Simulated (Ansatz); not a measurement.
Consider the formal exchange of groups at a B–Te bond: `CB[TeH]` + `O=CC(O)F` → `CBC(O)F` + `O=C[TeH]`.

Computed with Ansatz on PBE0-D4/def2-TZVP structures; ΔE is electronic, products minus reactants. CCSD(T)/CBS is the MP2 limit (def2-TZVPP, def2-QZVPP) plus CCSD(T) − MP2 in def2-TZVPP, frozen cores. Functionals use def2-TZVPP. B3LYP here is the variant with VWN-RPA as its local correlation; programs differ in this. Elements past krypton have def2 core potentials. For Te outer-core shells are correlated without core-valence functions, which leaves a few kJ/mol of doubt a bond. Each species was taken in one conformer, which may not be the lowest.

Problem. Is it downhill or uphill in electronic energy at CCSD(T)/CBS, and by how much? (Estimate.)

Solution. Ansatz gave: Uphill: ΔE = +21.6 kcal/mol.

Problem. What do these levels give: PBE-D4, B3LYP-D4, PBE, B3LYP, SCS-MP2/def2-TZVPP, CCSD/def2-TZVPP? (An estimate is asked.)

Solution. Computed: PBE-D4 17.5, B3LYP-D4 17.5, PBE 17.3, B3LYP 17.1, SCS-MP2/def2-TZVPP 21.7, CCSD/def2-TZVPP 22.5 kcal/mol.

Largest T1 diagnostic among the species: 0.016.

From PBE to PBE0 (25 % exact exchange), in def2-TZVPP and without D4, ΔE moves by +3.3 kcal/mol.
